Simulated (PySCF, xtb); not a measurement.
C2H5ClSi2, SMILES C([Si@@H]([SiH3])Cl)#C.

Harmonic wavenumbers (cm⁻¹) from GFN2-xTB (xtb) at its own minimum, in rising order: 37, 80, 108, 123, 253, 278, 391, 447, 459, 508, 611, 635, 678, 685, 693, 785, 798, 807, 2187, 2199, 2235, 2246, 2248, 3350.

Task: What does PBE-D3(BJ)/def2-SVP (PySCF) give at its own minimum? (Estimate from the structure and the level; the computed values follow.)

Result: 82, 106, 115, 129, 279, 316, 391, 488, 507, 538, 642, 688, 713, 727, 770, 831, 898, 899, 2080, 2155, 2169, 2173, 2181, 3389. Paired by order, the mean absolute difference is 47 cm⁻¹ and the zero-point energies are 32.7 and 33.3 kcal/mol.
